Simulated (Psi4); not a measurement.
Approach curve of the dimer C2H6 ··· C2H6 (SMILES CC and CC), singlet. Monomers: optimised at B3LYP-D3(BJ) (def2-TZVP), held rigid. Orientation: lowest of the rigid-body minima from ten starts at GFN2-xTB. R is the distance of the centres of mass, along which the second monomer moves.

Levels of theory: PBE/def2-TZVP, counterpoise-corrected (Psi4); PBE-D3(BJ)/def2-TZVP, counterpoise-corrected (Psi4); SAPT0/jun-cc-pVDZ, frozen core (Psi4).

Interaction energies in kJ/mol; the last columns give the difference from SAPT0:

```
R / Å  PBE/def2-TZVP  PBE-D3(BJ)/def2-TZVP  SAPT0/jun-cc-pVDZ  PBE/def2-TZVP − SAPT0/jun-cc-pVDZ  PBE-D3(BJ)/def2-TZVP − SAPT0/jun-cc-pVDZ
-----  -------------  --------------------  -----------------  ---------------------------------  ----------------------------------------
3.31            7.86                 -0.65               3.78                               4.09                                     -4.43
3.56            1.79                 -5.23              -1.33                               3.12                                     -3.89
3.77           -0.36                 -6.21              -2.70                               2.34                                     -3.51
3.95           -1.15                 -6.08              -2.91                               1.77                                     -3.17
4.16           -1.43                 -5.43              -2.68                               1.25                                     -2.74
4.32           -1.40                 -4.78              -2.38                               0.98                                     -2.40
4.67           -1.05                 -3.35              -1.69                               0.64                                     -1.66
4.98           -0.70                 -2.32              -1.21                               0.51                                     -1.11
5.42           -0.34                 -1.33              -0.74                               0.41                                     -0.59
6.13           -0.08                 -0.56              -0.35                               0.27                                     -0.20
7.11           -0.01                 -0.20              -0.14                               0.13                                     -0.05
8.47            0.00                 -0.06              -0.05                               0.05                                     -0.01
```

PBE/def2-TZVP is furthest from SAPT0/jun-cc-pVDZ at 3.31 (4.09 kJ/mol, above); its mean absolute difference over the points is 1.30 kJ/mol.

PBE-D3(BJ)/def2-TZVP is furthest from SAPT0/jun-cc-pVDZ at 3.31 (-4.43 kJ/mol, below); its mean absolute difference over the points is 1.98 kJ/mol.
